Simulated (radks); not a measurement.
W25+, 49 electrons, occupied as [Kr] 4d10 4f3 (the NIST ground configuration). All-electron calculation, scalar-relativistic Kohn-Sham, SCAN, spin-polarised, spherical densities, finite nucleus; open shells are filled with parallel spins first (spin-orbit coupling, left out, can overturn this in heavy ions); meta-GGA in the generalised Kohn-Sham scheme; Fermi nuclear charge, rms radius 5.3658 fm. Program: a radial shooting solver on a logarithmic mesh with Libxc functionals.

Normalised radial functions P(r) = r R(r), r in bohr:

r,4s down,4p down,4d down
0.001106,0.1743,0.0057,0.0000
0.001417,0.2092,0.0086,0.0001
0.001802,0.2476,0.0128,0.0001
0.002309,0.2918,0.0194,0.0002
0.002958,0.3392,0.0293,0.0004
0.003761,0.3857,0.0434,0.0007
0.004819,0.4298,0.0650,0.0014
0.006127,0.4622,0.0952,0.0027
0.007851,0.4747,0.1398,0.0053
0.01006,0.4526,0.2019,0.0103
0.01279,0.3832,0.2820,0.0192
0.01639,0.2475,0.3864,0.0359
0.02083,0.0479,0.5036,0.0648
0.0267,-0.2172,0.6248,0.1158
0.03421,-0.4971,0.7119,0.1997
0.04349,-0.7004,0.7122,0.3235
0.05574,-0.7240,0.5622,0.5010
0.07085,-0.4691,0.2288,0.7088
0.0908,0.0830,-0.2833,0.9128
0.1164,0.7309,-0.8036,1.0057
0.1479,1.0856,-1.0470,0.8651
0.1895,0.8019,-0.7583,0.3875
0.241,-0.1212,0.0661,-0.3559
0.3088,-1.2417,1.1006,-1.1615
0.3957,-1.8179,1.7214,-1.6362
0.503,-1.5800,1.6121,-1.5630
0.6446,-0.8907,1.0036,-1.0617
0.8195,-0.3297,0.4206,-0.5122
1.05,-0.0692,0.1040,-0.1554
1.346,-0.0075,0.0138,-0.0271

4s down: eigenvalue -1318.4 eV, 3 radial nodes at r = 0.0219, 0.0879, 0.235 bohr, <r> = 0.431 bohr, 90 % of the charge inside 0.613 bohr. 4p down: eigenvalue -1161.3 eV, 2 radial nodes at r = 0.0797, 0.237 bohr, <r> = 0.450 bohr, 90 % of the charge inside 0.646 bohr. 4d down: eigenvalue -963.91 eV, 1 radial node at r = 0.217 bohr, <r> = 0.462 bohr, 90 % of the charge inside 0.678 bohr.

Empty levels of this run are not shown, since the potential may be unsettled where no density lies.
